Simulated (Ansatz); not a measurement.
Program: Ansatz. Geometries: PBE0-D4/def2-TZVP. ΔE: electronic, gas phase. CCSD(T)/CBS adds triple-zeta CCSD(T) − MP2 to the extrapolated MP2 energy (def2 sets, frozen cores). This one scheme is used for every species. DFT in def2-TZVPP. def2 core potentials past Kr. For Sn outer-core shells are correlated without core-valence functions, which leaves a few kJ/mol of doubt a bond. Each species was taken in one conformer, which may not be the lowest.

Consider the ligand exchange at the Si–C bond: `C[SiH2][SnH3]` + NH₃ → `N[SiH2][SnH3]` + CH₄.

```tsv
species	BHLYP energy (Eh)
`C[SiH2][SnH3]`	-546.62248
NH₃	-56.54749
`N[SiH2][SnH3]`	-562.68711
CH₄	-40.50253
```

Work out ΔE.

ΔE = (-562.68711) + (-40.50253) − (-546.62248) − (-56.54749) = -0.01967 Eh = -51.6 kJ/mol. CCSD(T)/CBS gives -43.7 kJ/mol.

What do rigid-rotor, harmonic-oscillator terms from PBE0-D4/def2-TZVP frequencies (298.15 K, 1 bar) make of the CCSD(T)/CBS value? (Best estimate.)

The calculation gave: ΔZPE = -1.1 kJ/mol, ΔH = -44.9 kJ/mol, ΔS = -7 J/(mol·K), ΔG = -42.7 kJ/mol.

Largest T1 diagnostic among the species: 0.012.

Leaving LDA and LC-ωPBE aside and taking each functional with its dispersion term where it has one, the values, not all of them listed here, spread over 11.4 kJ/mol, from BHLYP-D4 to revPBE-D4. In def2-TZVPP, CCSD(T) changes the Hartree–Fock value by +11.4 kJ/mol (the triples alone add +1.4 kJ/mol) and MP2 by +9.6 kJ/mol.
